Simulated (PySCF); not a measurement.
# Structure from NMR data

The spectra below were simulated for a compound C6H2Cl2O3.

$^{1}$H NMR (400 MHz, computed): δ 7.75 (s, 2H).

$^{13}$C{$^{1}$H} NMR (computed): δ 165.8 (C, 2C), 154.4 (C, 2C), 129.9 (CH, 2C).

Method: NMR shieldings at PBE0/pcSseg-1/GIAO, GFN2-xTB structure, in PySCF (single conformer, rapidly exchanging positions averaged, non-relativistic Hamiltonian, no solvent model).

Scale: $^{1}$H, $^{13}$C vs TMS (reference shieldings calculated alike).

Problem. Deduce the structure.

Solution. 
Rings plus π bonds: 5 (1 ring in the answer). 3 carbon signals for 6 carbons: some carbons are equivalent by symmetry or fast rotation. Carbon types of the structure: 4 × C, 2 × CH, which accounts for all hydrogens. δC 165.8: carbonyl carbon. δC 154.4: substituted aromatic carbon next to the ring oxygen. δC 129.9: aromatic CH; the aromatic region. δH 7.75: hydrogen on an aromatic CH; ring current plus the deshielding of an ortho carbonyl group.

Structure: SMILES O=C(Cl)c1ccc(C(=O)Cl)o1.

This is the structure that produced the data.

Carbons that carry Cl, above all several Cl atoms, come out too deshielded, partly because spin–orbit coupling is missing. Shifts are as computed. Against solution values, carbons near 30 ppm lie about +3 ppm off and those near 130 ppm about +5 ppm; carbons on Cl a further +6 ppm. Of 1211 compounds with measured shifts, 218 miss one by over three times the rms of a fit or turn the order of signals round; such compounds aren't used in these exercises.
